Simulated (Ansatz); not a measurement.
Gas-phase electronic energies from Ansatz, PBE0-D4/def2-TZVP geometries. CBS: MP2 limit from def2 TZ/QZ plus the TZ coupled-cluster correction, frozen cores. Functionals use def2-TZVPP. Elements past krypton have def2 core potentials. For Mo outer-core shells are correlated without core-valence functions, which leaves a few kJ/mol of doubt a bond. Each species was taken in one conformer, which may not be the lowest.

Reaction (redistribution): `[NH]=[Mo](=[NH])([NH2])[F]` + `OCN[SiH2]O` → `[NH]=[Mo](=[NH])([NH2])[OH]` + `OCN[SiH2]F`

```
                      species  ωB97X-V energy (Eh)
 `[NH]=[Mo](=[NH])([NH2])[F]`           -334.80550
                 `OCN[SiH2]O`           -537.07195
`[NH]=[Mo](=[NH])([NH2])[OH]`           -310.76938
                 `OCN[SiH2]F`           -561.11034
```

(1) Work out ΔE.

Largest T1 diagnostic among the species: 0.022, so the coupled-cluster value is less sure than usual.

## Answers

(1) ΔE = (-310.76938) + (-561.11034) − (-334.80550) − (-537.07195) = -0.00227 Eh = -1.4 kcal/mol. CCSD(T)/CBS gives -3.0 kcal/mol.
